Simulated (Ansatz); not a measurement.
Relaxation of F2H4O2SSi (10 atoms, charge 0, multiplicity 1), to a largest force component of 0.03 eV/Å in at most 50 steps.

All numbers below come from RKS revPBE/def2-SVP in Ansatz 0.2.0.

```xyz
10
Properties=species:S:1:pos:R:3:forces:R:3
Si 0.323 0.608 -0.355 -0.02 0.21 -0.18
O 0.597 -0.337 2.358 -0.22 0.36 0.25
H -0.220 -0.863 2.259 0.02 -0.05 0.01
O 1.576 -0.427 -0.651 0.04 -0.03 -0.04
H 1.396 -1.362 -0.455 0.02 -0.04 0.07
F -0.204 1.233 -1.768 0.00 0.04 -0.01
F -1.009 -0.196 0.175 -0.01 0.01 0.02
S 0.913 2.359 0.752 -0.05 -0.05 -0.08
H 1.816 1.662 1.496 0.04 0.01 -0.05
H 0.222 0.566 2.507 0.17 -0.47 0.01
```

Task: Where does it end, and by what steps?

Result: The forces met the threshold. The force dipped under the threshold on the way, but the program's further checks kept it going. After 34 steps the energy has fallen by 0.394 eV; H5 moved furthest, 1.20 Å.

```csv
step,energy less start (eV),largest force component (eV/Å),accepted
0,0.0000,0.470,yes
2,-0.0720,0.599,yes
4,-0.0868,0.321,yes
6,-0.0953,0.238,yes
8,-0.1253,0.820,yes
10,-0.2209,0.704,yes
12,-0.3034,0.526,yes
14,-0.3418,0.640,yes
16,-0.3536,0.687,no
18,-0.3765,0.080,yes
20,-0.3816,0.122,yes
22,-0.3851,0.337,yes
24,-0.3900,0.081,yes
26,-0.3898,0.140,no
28,-0.3920,0.189,yes
30,-0.3934,0.034,yes
32,-0.3941,0.069,yes
34,-0.3944,0.021,yes
```

```xyz
10
Properties=species:S:1:pos:R:3
Si 0.195 0.732 -0.552
O 0.801 -0.938 2.369
H -0.112 -1.221 2.570
O 1.049 -0.652 -0.339
H 1.055 -0.938 0.619
F 0.477 1.253 -2.065
F -1.418 0.527 -0.407
S 0.625 2.267 0.911
H 1.970 2.179 0.707
H 0.767 0.034 2.503
```

Time of the run: 32 s on 4 threads of AMD EPYC 7R13 Processor (Zen 3) (shared host), peak memory 0.18 GiB.
